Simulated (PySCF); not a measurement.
**How methods differ on the interval between two levels of Bi⁺**

Bi⁺ [Xe] 4f14 5d10 6s2 6p2 [3P2, M_J = 2] → Bi⁺ [Xe] 4f14 5d10 6s1 6p2 7s1 [5P3, M_J = 3], as a difference of total energies. All numbers are calculated (PySCF 2.14, the two-component X2C-1e Hamiltonian, in x2c-SVPall-2c with one added diffuse shell each of s, p type (8s12p7d2f, 93 functions)). Correlated levels: [Kr] 4d10 4f14 frozen; the 22 highest virtual spinors dropped. "Screened" scales the spin-orbit matrix elements by Boettger's factors to mimic the two-electron term; Breit and QED terms are absent.

```
                    method  interval between two levels (cm⁻¹)
           GHF (spin-free)                              122020
          GMP2 (spin-free)                              134700
 GHF (screened spin-orbit)                              127030
GMP2 (screened spin-orbit)                              137930
```

The labels give the starting determinants; with spin-orbit coupling the two ends relaxed to ⟨J²⟩ = 6.01, ⟨L²⟩ = 3.94, ⟨S²⟩ = 1.37 and ⟨J²⟩ = 12.01, ⟨L²⟩ = 2.76, ⟨S²⟩ = 5.66.

The promoted electron is Rydberg-like, and one or two diffuse shells describe it only roughly, which tends to raise the upper state.
